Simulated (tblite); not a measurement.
Isomers of C3H8FSi3 (doublet state). Calculated harmonic vibrations of the isolated species, GFN2-xTB (tblite), most abundant isotopes, no scaling. This tight-binding method is rough: wavenumbers can miss measured ones by several per cent, in bad cases by 10 to 20. Modes of hydrogen on silicon can be 10 to 20 % off. One conformer each. Open shells enter through the occupations alone, without spin polarisation, and single modes of such species can be off by tens of per cent.

Electronic energies: GFN2-xTB at the same geometries; isomer energies are rough at this level and their order can be wrong.

```json
{"SMILES": "FCC#C[Si@H]([SiH2])[SiH3]", "electronic energy, lowest = 0 (kcal/mol)": "8.5"}
{"SMILES": "F[CH]C#C[SiH]([SiH3])[SiH3]", "electronic energy, lowest = 0 (kcal/mol)": "10.8"}
{"SMILES": "FCC#C[Si]([SiH3])[SiH3]", "electronic energy, lowest = 0 (kcal/mol)": "0.0"}
```

Problem. How do GFN2-xTB zero-point energies change the relative energies?

Solution. 
| SMILES | ZPE (kcal/mol) | of it from modes above 1550 cm⁻¹ | electronic (kcal/mol) | with ZPE, lowest = 0 (kcal/mol) | lowest mode (cm⁻¹) | rings |
| --- | --- | --- | --- | --- | --- | --- |
| FCC#C[Si]([SiH3])[SiH3] | 53.9 | 30.4 | 0.0 | 0.0 | 18 | 0 |
| FCC#C[Si@H]([SiH2])[SiH3] | 53.5 | 30.4 | 8.5 | 8.0 | 7i | 0 |
| F[CH]C#C[SiH]([SiH3])[SiH3] | 51.0 | 29.7 | 10.8 | 7.9 | 26 | 0 |

The zero-point energies span 2.9 kcal/mol, from `F[CH]C#C[SiH]([SiH3])[SiH3]` to `FCC#C[Si]([SiH3])[SiH3]`. Slightly imaginary modes are left out of the zero-point energy: `FCC#C[Si@H]([SiH2])[SiH3]` 6.7i cm⁻¹. The lowest isomer stays, but the order above it changes.
